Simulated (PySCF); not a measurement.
This PySCF input asks for the NMR shieldings of `BNB(/C=C/F)CC`, C4H10B2FN; the geometry comes from GFN2-xTB.

```python
import basis_set_exchange as bse
import numpy as np
from pyscf import gto, dft
from pyscf.prop import nmr

atoms = """
B     2.395051   -1.349458   -0.234007
N     1.632931   -0.171117   -0.323152
B     0.237630    0.046492   -0.145053
C    -0.311818    1.501286   -0.295730
C     0.360994    2.592228    0.032725
F    -0.163293    3.828977   -0.079011
C    -0.735920   -1.158872    0.203417
C    -2.222418   -0.819101    0.326056
H     1.874359   -2.362690    0.022646
H     3.550819   -1.293181   -0.418987
H     2.156216    0.661601   -0.560183
H    -1.322012    1.656468   -0.652583
H     1.361694    2.637863    0.441530
H    -0.620594   -1.946607   -0.544910
H    -0.410306   -1.610168    1.144256
H    -2.796696   -1.700550    0.605564
H    -2.613763   -0.450197   -0.619151
H    -2.381633   -0.056656    1.084917
"""
names = dict.fromkeys(["B", "N", "C", "F", "H"], "pcSseg-1")
basis = {el: gto.basis.parse(bse.get_basis(n, elements=[el], fmt="nwchem")) for el, n in names.items()}
mol = gto.M(atom=atoms, basis=basis, charge=0, verbose=0)
mf = dft.RKS(mol, xc="PBE0")
mf.grids.level = 2
mf.grids.alignment = dft.numint.BLKSIZE   # the property module wants whole blocks of grid points
mf.conv_tol = 1e-9
mf.kernel()

calc = nmr.RKS(mf)   # GIAO
C = mf.mo_coeff
Co = C[:, mf.mo_occ > 0]
resp = mf.gen_response(singlet=True, hermi=2)
def vind(x):   # induced exchange potential for any number of trial vectors
    d = np.einsum("pi,xij,qj->xpq", C, 2 * x.reshape(-1, C.shape[1], Co.shape[1]), Co, optimize=True)
    return np.einsum("xpq,pi,qj->xij", resp(d - d.transpose(0, 2, 1)), C, Co, optimize=True).ravel()
mo1, _ = nmr.rhf.solve_mo1(calc, with_cphf=vind)
sigma = calc.kernel(mo1)
for i, s in enumerate(sigma):   # ppm
    print("%2d %-2s %9.2f" % (i, mol.atom_pure_symbol(i), np.trace(s) / 3))
```

Question: What are the results?

Answer: 
```
 0 B      53.47
 1 N      86.12
 2 B      49.13
 3 C      69.93
 4 C      18.49
 5 F     254.01
 6 C     172.57
 7 C     174.82
 8 H      26.17
 9 H      26.32
10 H      24.60
11 H      25.41
12 H      24.60
13 H      30.32
14 H      30.49
15 H      30.40
16 H      30.62
17 H      30.56
```

These numbers come from an equivalent density-fitted implementation of the same equations, which agrees with the script to about 0.01 ppm for H and up to a few tenths of a ppm for heavy atoms, so last digits may differ.

Size and cost of the density-fitted run: 186 basis functions, 26 s wall time on 1 thread of an Arm Neoverse V1, shared host; peak memory 0.83 GiB.
